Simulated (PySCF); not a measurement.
The same groups moved round the core (thiophene mercapto+boryl). All species are isolated molecules in the gas phase. One relaxed conformer stands for each flexible species; it need not be the lowest. Strings in code marks are SMILES.

Calculation: PBE-D3(BJ)/def2-TZVP // PBE0-D4/def2-SVP in PySCF. All candidates: neutral, multiplicity 1. Delta-SCF ions had no search for a lower state. Excitations are Tamm–Dancoff values on a coarser integration grid. The basis has no diffuse functions, so Rydberg states are missing or too high.

- HOMO–LUMO gap = 2.68 eV
- brightest of the four lowest singlets (TDA) = 4.68 eV
- vertical ionisation energy (Delta-SCF) = 8.22 eV

Problem. Which member has these values?
(A) `Bc1sccc1S`
(B) `Bc1cscc1S`
(C) `Bc1csc(S)c1`
(D) `Bc1ccc(S)s1`

Solution. A, `Bc1sccc1S`. The others give `Bc1csc(S)c1`: 3.17 eV, 4.92 eV, 8.76 eV; `Bc1cscc1S`: 2.43 eV, 4.76 eV, 8.08 eV; `Bc1ccc(S)s1`: 2.87 eV, 3.93 eV, 8.26 eV
